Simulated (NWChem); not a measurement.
Atomisation of silanone (H₂OSi)

```xyz
4

Si     0.0000     0.0000    -0.4472
O      0.0000     0.0000     1.1052
H     -1.2480     0.0000    -1.2908
H      1.2480     0.0000    -1.2908
```
Charge 0, spin multiplicity 1.

Program: NWChem. All single points use one geometry, from PBE/def2-SVP, a minimum by its harmonic frequencies.

Basis set: def2-TZVP. The atomisation energy is electronic alone: no zero-point, thermal, spin-orbit or counterpoise terms. No value is extrapolated to the basis-set limit. Free atoms are single determinants with multiplicities Si 3, O 3, H 2. Correlated methods freeze the same cores in atoms and molecule, 6 orbitals in all.

B3LYP has NWChem's definition, with VWN1-RPA local correlation. No SCF solution was tested for a lower state. Open-shell Hartree-Fock references start from PBE0 orbitals. No row is a measurement; the coupled-cluster row has its own basis-set and correlation limits.

Order these methods by the atomisation energy they give, lowest first: B3LYP, TPSS, PBE, PBE0, CAM-B3LYP, CCSD(T).

CCSD(T) (289.7 kcal/mol), PBE0 (292.3 kcal/mol), B3LYP (299.4 kcal/mol), CAM-B3LYP (300.4 kcal/mol), PBE (304.5 kcal/mol), TPSS (305.6 kcal/mol)
